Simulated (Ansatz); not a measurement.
`[SiH3]N[AsH2]` and `N[SiH3]` differ in one atom or group.

Ansatz, PBE0-D4/def2-TZVP geometries, multiplicity 1. 

Scalar relativity is left out up to krypton.

```
                                                                                  property  `[SiH3]N[AsH2]`
                                                     HOMO–LUMO gap (B3LYP/def2-TZVPP) / eV             6.61
                                                     LUMO energy (ωB97M-V/def2-TZVPP) / eV             1.41
                                        size of the dipole moment (ωB97M-V/def2-TZVPP) / D             0.75
                                                   HOMO–LUMO gap (ωB97M-V/def2-TZVPP) / eV            11.10
                                                     HOMO energy (ωB97M-V/def2-TZVPP) / eV            -9.69
ideal-gas entropy at 298 K and 1 bar (rigid rotor, harmonic PBE0-D4/def2-TZVP) / J/(mol·K)              332
```

Problem. What does the change do to each property? (An estimate is asked.)

Solution. The calculation gave: 
```tsv
property	`N[SiH3]`	shift
HOMO–LUMO gap (B3LYP/def2-TZVPP) / eV	7.25	0.64
LUMO energy (ωB97M-V/def2-TZVPP) / eV	1.85	0.44
size of the dipole moment (ωB97M-V/def2-TZVPP) / D	1.35	0.60
HOMO–LUMO gap (ωB97M-V/def2-TZVPP) / eV	11.63	0.53
HOMO energy (ωB97M-V/def2-TZVPP) / eV	-9.78	-0.09
ideal-gas entropy at 298 K and 1 bar (rigid rotor, harmonic PBE0-D4/def2-TZVP) / J/(mol·K)	264	-68
```

The zero-point energy changes by -16.8 kJ/mol with -6 modes. Dipoles are sizes alone; their direction can turn.

B3LYP here is the variant with VWN-RPA as its local correlation; programs differ in this.
